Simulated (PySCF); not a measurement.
C₂H₃O₂, charge -1, singlet, geometry from GFN2-xTB (in this run its highest filled SCF level lies above zero, so its values depend strongly on the basis, on diffuse functions most of all). Base run: PBE0/6-31G, TDA (PySCF).

Here is a job for PySCF.
```python
from pyscf import gto, scf, dft, tdscf

mol = gto.M(
    atom='''
C     0.11500632    0.05201120   -0.05302050
O     0.26258741    1.21666153   -0.49561643
O    -1.20825450   -0.24327257    0.45360888
H    -1.68617274    0.58417768    0.31791387
C     0.98094306   -0.97998349    0.03343690
H     0.68003939   -1.92741954    0.44895840
H     1.99577385   -0.87603609   -0.31331037
''',
    basis='6-31g',
    charge=-1,
    verbose=3,
)

mf = dft.RKS(mol)
mf.xc = 'pbe0'
mf.kernel()
td = mf.TDA()
td.nstates = 5
td.kernel()
td.analyze()
```

Each row names what was changed in the base input (with any setting that the change needs).

```csv
change,first excitation (eV),oscillator strength of the first,second (eV),core-seconds (rough)
base,5.83,0.000,7.34,10
nstates = 15,5.83,0.000,7.34,20
functional = blyp,4.64,0.000,6.29,20
response = full linear response,5.83,0.000,7.33,30
functional = m062x,6.35,0.000,7.29,40
nstates = 2,5.83,0.000,7.34,20
functional = b3lyp,5.44,0.000,7.05,20
functional = pbe,4.85,0.000,6.45,10
conv_tol = 1e-3,5.83,0.000,7.34,10
states = triplets,4.82,-,5.65,20
```

An iterative solver can miss low states, so a row lists the states that it found.
